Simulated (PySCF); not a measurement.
C₅H₆Si, SMILES C#C[SiH](C)C#C.

Geometry optimised at B3LYP-D3(BJ)/def2-SVP.

Two levels are set side by side: PBE/def2-TZVP (PySCF) and B3LYP/def2-TZVP (PySCF). Same geometry, gas phase. Differences are taken from unrounded values.

```csv
quantity,B3LYP,PBE,PBE minus B3LYP
orbital gap (eV),7.18,5.49,-1.69
highest occupied level (eV),-7.81,-6.85,0.96
lowest empty level (eV),-0.63,-1.36,-0.72
dipole moment (D),0.64,0.68,0.05
mean polarisability (bohr³),79.4,81.5,2.2
```

Without exact exchange PBE keeps part of each electron's self-repulsion, which lifts occupied levels and narrows the gap. Differences between two approximate levels are no errors against the true value.

Rough cost on one machine, each run with all the roots and properties that it gave: B3LYP against PBE within a factor of 2.
